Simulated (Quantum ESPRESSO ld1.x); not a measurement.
Values are calculated unless marked as measured or tabulated.
Re, 75 electrons, occupied as [Xe] 4f14 5d5 6s2. Level of theory: scalar-relativistic Kohn-Sham, LDA (Slater exchange, Perdew-Wang correlation), spin-polarised, spherical densities, point nucleus; open shells are filled with parallel spins first (ld1.x of Quantum ESPRESSO 7.5).

Unscreened Slater integrals over Kohn-Sham orbitals (eV). They are taken over the spin-up orbitals.

F0(5d,5d): 13.068
F2(5d,5d): 6.5838
F4(5d,5d): 4.2821
F0(5d,6s): 9.6142
G2(5d,6s): 2.7379
F0(5d,4f): 17.280
F2(5d,4f): 3.7360
F4(5d,4f): 1.7145
G1(5d,4f): 1.3600
G3(5d,4f): 1.1954
G5(5d,4f): 0.93403
F0(5d,5p): 15.538
F2(5d,5p): 7.2626
G1(5d,5p): 8.4635
G3(5d,5p): 5.1878
F0(6s,6s): 8.2421
F0(6s,4f): 10.888
G3(6s,4f): 0.29659
F0(6s,5p): 10.339
G1(6s,5p): 0.75336
F0(4f,4f): 43.052
F2(4f,4f): 20.895
F4(4f,4f): 13.199
F6(4f,4f): 9.5221
F0(4f,5p): 24.827
F2(4f,5p): 7.8485
G2(4f,5p): 3.3664
G4(4f,5p): 2.7374
F0(5p,5p): 20.223
F2(5p,5p): 10.873

Derived for the open shells (J is the average intra-shell exchange parameter used in DFT+U). 5d: Racah B = F2/49 - 5 F4/441 = 0.08581 eV, C = 35 F4/441 = 0.3399 eV, C/B = 3.96, F4/F2 = 0.650, J = (F2 + F4)/14 = 0.7761 eV.
